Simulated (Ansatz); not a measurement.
Molecule: CF, net charge 0, doublet state. 
Geometry from a B3LYP-D3(BJ)/def2-TZVP (Ansatz, a program for electronic structure) optimisation:
```
C
F 1 1.2755
```
Charge 0, spin multiplicity 2.

Basis-set convergence of Hartree-Fock and CCSD correlation energies (hartree) with Ansatz. Cores are frozen in the correlated levels unless marked. UHF or UKS for open shells. No spin-orbit coupling. Non-relativistic.

```
basis       functions       E(HF)  E(corr, CCSD)
----------  ---------  ----------  -------------
def2-SVP           28  -137.05724       -0.28374
def2-TZVPP         62  -137.23206       -0.36463
def2-QZVPP        114  -137.23798       -0.39258
```

Extrapolating the two largest sets (X = 3 and 4) as X^-3: E(corr) = (64·(-0.39258) - 27·(-0.36463))/37 = -0.4130 Eh, an estimate of the basis-set limit. The largest set recovers 95.1 % of it, the smallest 68.7 %.
